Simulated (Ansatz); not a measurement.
ClH₃MoN₂O (`[NH]=[Mo](=[NH])([OH])[Cl]`). Charge 0, multiplicity 1. Correlated methods include outer-core shells of Mo, which these sets cover unevenly. Mo takes the def2 core potential.

```xyz
8

N    -0.7213   -1.0903   -0.7453
Mo    0.3289    0.1088   -0.1005
N    -0.5372    1.5683    0.1620
O     0.9820   -0.4760    1.5649
Cl    1.9589    0.5122   -1.6448
H    -1.6127   -1.3907   -1.1179
H    -1.3407    2.1782    0.0971
H     0.9421   -1.4106    1.7846
```

Task: Give the diagnostics of a CCSD(T)/def2-TZVPP run (frozen core, the Gaussian-basis code of Ansatz). (Best estimate.)

Result: Ansatz gave: T1 = 0.0214, largest single amplitude 0.062, largest double 0.030, (T) share of the correlation energy 5.8 %, 14 CCSD cycles. The RHF solution is unstable towards an unrestricted one. T1 lies over the customary mark of 0.02 for closed shells; compounds of d metals often pass it without a breakdown.
